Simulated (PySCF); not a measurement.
MoOCl2, SMILES [O]=[Mo]([Cl])[Cl] (connectivity only; charge and spin as stated), neutral, multiplicity 3.

Geometry optimised at PBE-D3(BJ)/def2-SVP. The spin state was assumed, not searched. The def2 effective core potentials stand for the cores of Mo; spin–orbit coupling is left out.

Calculation: PBE-D3(BJ)/def2-SVP run with PySCF 2.14.0.

Frequencies are harmonic and unscaled.

Computed vibrational spectrum:
| mode | ν (cm⁻¹) | IR (km/mol) | moving atoms (share of kinetic energy) |
|---|---|---|---|
| 1 | 97 | 1.0 | Cl 76 %, Mo 20 % |
| 2 | 105 | 9.4 | Mo 40 %, O 40 %, Cl 19 % |
| 3 | 176 | 2.7 | O 75 %, Cl 20 % |
| 4 | 376 | 16.0 | Cl 85 %, Mo 13 % |
| 5 | 424 | 89.4 | Cl 59 %, Mo 40 % |
| 6 | 1031 | 141.3 | O 85 %, Mo 14 % |
